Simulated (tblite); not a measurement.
Species: C4H2F2O2 (charge -1 and doublet state).
Atom-mapped SMILES: `[OH:1][C:2]1=[C:3]([F:4])[CH:5][C-:6]([F:7])[O:8]1` (hydrogens: H9 on O1; H10 on C5)

Structure optimised with GFN2-xTB, isolated species. This method treats the open shell by occupation alone, without spin polarisation.

Task: What internal coordinates does the optimisation give?

Result: 
```csv
bond,length (pm)
O1–C2,138.5
C2=C3,136.6
C3–F4,137.2
C3–C5,139.4
C5–C6,144.4
C6–F7,148.7
C6–O8,142.9
C2–O8,137.2
O1–H9,96.3
C5–H10,107.1
```

A selection of angles:
```csv
angle,degrees
O1–C2–C3,132.8
O1–C2–O8,116.9
C3–C2–O8,110.2
C2–C3–F4,124.6
C2–C3–C5,109.3
F4–C3–C5,126.1
C3–C5–C6,106.4
C5–C6–F7,114.4
C5–C6–O8,106.3
F7–C6–O8,106.1
C2–O8–C6,107.4
H9–O1–C2,104.3
```

Torsions: O1–C2–C3–F4 -2° (synperiplanar); C2–C3–C5–C6 -5° (synperiplanar); C3–C5–C6–F7 123° (anticlinal); C5–C6–O8–C2 -5° (synperiplanar); O1–C2–O8–C6 -176° (antiperiplanar); H9–O1–C2–C3 175° (antiperiplanar). The mirror-image conformer, all signs reversed, is as good.

The C–F distances run from 1.372 Å (C3–F4, drawn single) to 1.487 Å (C6–F7, drawn single), a spread of 0.115 Å. C2 (carbon bonded to C and 2 O) is planar (angles 132.8°, 116.9° and 110.2°, sum 359.9°, 0.02 Å off the plane of its three neighbours). The 3 C–C bonds span 1.366 Å (C2=C3, drawn double in one of several resonance forms) to 1.444 Å (C5–C6, drawn single), a spread of 0.078 Å. C5 (carbon bonded to 2 C and H) is planar (angles 127.2°, 125.9° and 106.4°, sum 359.5°, 0.05 Å off the plane of its three neighbours). The 3 C–O bonds span 1.372 Å (C2–O8, drawn single) to 1.429 Å (C6–O8, drawn single), a spread of 0.057 Å. The 5-membered ring C2–C3–C5–C6–O8 has internal angles of 106.3° to 110.2° (sum 540°, against 540° for a flat polygon); it is almost planar, 0.02 Å rms from its mean plane, widest ring torsion 6°. C6 (carbon bonded to C, F and O) is pyramidal (angles 114.4°, 106.3° and 106.1°, sum 326.9°, 0.50 Å off the plane of its three neighbours).

Point group: C1 (no symmetry element, even within 0.4 Å). Its GFN2-xTB frequencies are all real (lowest 134 cm⁻¹). Whether the extra electron is bound in the gas phase wasn't checked; a finite basis holds it in any case. Torsions: H–O1–C2–C3 175°.

These are computed values.
